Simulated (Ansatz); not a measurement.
One change: `FC[SiH2]CI` becomes `FC[SiH2][SnH2][F]`.

Ansatz, PBE0-D4/def2-TZVP geometries, multiplicity 1. Each molecule was computed in one conformer, which needn't be the lowest.

Elements past krypton have def2 core potentials.

| property | `FC[SiH2]CI` |
| --- | --- |
| HOMO energy (PBE0/def2-TZVPP) / eV | -7.36 |
| HOMO energy (ωB97M-V/def2-TZVPP) / eV | -9.52 |
| HOMO–LUMO gap (B3LYP/def2-TZVPP) / eV | 5.76 |
| size of the dipole moment (B3LYP/def2-TZVPP) / D | 1.37 |
| HOMO–LUMO gap (PBE0/def2-TZVPP) / eV | 6.23 |
| size of the dipole moment (PBE/def2-TZVPP) / D | 1.20 |

Question: Give the same properties after the change, and the shifts. (Best estimate.)

Answer: The calculation gave: 
```json
{"property": "HOMO energy (PBE0/def2-TZVPP) / eV", "`FC[SiH2][SnH2][F]`": "-8.18", "shift": "-0.82"}
{"property": "HOMO energy (ωB97M-V/def2-TZVPP) / eV", "`FC[SiH2][SnH2][F]`": "-10.21", "shift": "-0.69"}
{"property": "HOMO–LUMO gap (B3LYP/def2-TZVPP) / eV", "`FC[SiH2][SnH2][F]`": "6.68", "shift": "0.92"}
{"property": "size of the dipole moment (B3LYP/def2-TZVPP) / D", "`FC[SiH2][SnH2][F]`": "4.27", "shift": "2.90"}
{"property": "HOMO–LUMO gap (PBE0/def2-TZVPP) / eV", "`FC[SiH2][SnH2][F]`": "7.10", "shift": "0.87"}
{"property": "size of the dipole moment (PBE/def2-TZVPP) / D", "`FC[SiH2][SnH2][F]`": "3.98", "shift": "2.78"}
```

Dipoles are sizes alone; their direction can turn.

B3LYP here is the variant with VWN-RPA as its local correlation; programs differ in this.

Spin–orbit coupling is left out; it splits and shifts lone-pair levels of the heavy atoms by tenths of an eV.
